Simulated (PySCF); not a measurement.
The numbers below are computed, except where a source is named.
SiCl3

SiCl3 is a small molecule (built as: Si site whose three back bonds go to Cl, Cl, Cl), neutral, doublet. The structure was relaxed in the gas phase by PBE0-D3(BJ)/def2-SVP. No frequency run checks that it is a minimum.

SMILES: Cl[Si](Cl)Cl

```csv
atom,x (Å),y (Å),z (Å)
Si1,-0.368,0.002,0.399
Cl2,-1.255,-0.619,-1.353
Cl3,0.413,1.887,0.131
Cl4,1.156,-1.296,0.882
```

EPR values by unrestricted B3LYP, IGLO-III on Cl Si.

Predict g and the largest hyperfine couplings. Where does the spin sit?

g = 2.0034, 2.0063, 2.0063. The spin sits on Si1 (71 %, bonded to 3 Cl) by Mulliken populations.
```
atom  isotope  isotropic (MHz)  dipolar, principal values (MHz)
 Si1     29Si          -1238.4               -111.7, 55.9, 55.9
 Cl2     35Cl             32.1               -22.5, -22.5, 45.1
 Cl3     35Cl             32.0               -22.5, -22.5, 45.0
 Cl4     35Cl             32.0               -22.5, -22.5, 45.0
```

How do the isotropic couplings move with BHandHLYP?

Si1 -1238.4 to -1269.6 MHz, Cl2 32.1 to 33.6 MHz, Cl3 32.0 to 33.5 MHz, Cl4 32.0 to 33.5 MHz.

The 2 runs behind this took 26 s in all, one thread each of AMD EPYC 9R45 96-Core on a shared host, launched as `OMP_NUM_THREADS=1 python cluster_run.py task.json out`.
